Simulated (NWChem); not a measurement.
System: C₂H₇Si, doublet; SMILES C[SiH]C

All runs: NWChem. Spin-unrestricted. In the optimisation the excess spin sits in a' (Cs, its own frame). The geometry was optimised at PBE0/def2-SVP, spin-unrestricted. No stability test was run on the SCF state. Level: M05-2X/def2-SVP with SMD (1 M gas to 1 M solution), gas-phase geometry. Reactions with the solvent are ignored.

Question: Order these by “solvation free energy (kcal/mol)”, lowest first: water; 1,4-dioxane; 1-propanol; ethylene glycol.

Answer: 1-propanol (-1.2), 1,4-dioxane (-0.2), ethylene glycol (0.7), water (1.9)
